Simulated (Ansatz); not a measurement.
Ideal-gas functions of BrFHSi (`F[SiH]Br`) radical at 400 K and 1 bar, from an Ansatz frequency run at PBE0-D4/def2-TZVP.

Molar mass 128.0 g/mol, point group C1 (symmetry number 1), electronic degeneracy 2, moments of inertia 22.748, 197.488, 217.354 u Å². Harmonic wavenumbers (cm⁻¹, unscaled): 204, 437, 667, 755, 890, 2169.

Use S(trans) = R[1.5 ln M + 2.5 ln T − 1.1517]; rotational temperatures θ = 24.2544 K / I; S(rot) = R[ln(√π/σ · √(T³/θAθBθC)) + 1.5]; for each mode x = 1.438777 ν̃/T, S = R[x/(eˣ − 1) − ln(1 − e⁻ˣ)] and H = RT x/(eˣ − 1); 1 cm⁻¹ = 0.0119627 kJ/mol; R = 8.31446 J/(mol·K).

Q: By hand: the entropy, in J/(mol·K).

A: Translation 175.5. Rotation: θ = 1.0662, 0.1228, 0.1116 K, giving 109.5. Vibration, mode by mode: 11.07, 5.36, 2.78, 2.17, 1.48, 0.03, in all 22.9. Electronic 5.8. Sum 313.7 J/(mol·K).

Q: By hand: H − E and G − E in kJ/mol, counted from the electronic energy.

A: Zero-point energy ½ × 5122 × 0.0119627 = 30.6; thermal vibration 5.5; translation, rotation and pV give 4 RT = 13.3. H − E = 49.4 kJ/mol, and G − E = 49.4 − 400 × 313.7/1000 = -76.1 kJ/mol.

Vibration gives 7 % of the entropy. The sum counts one conformer and one mirror image; others add a mixing term.
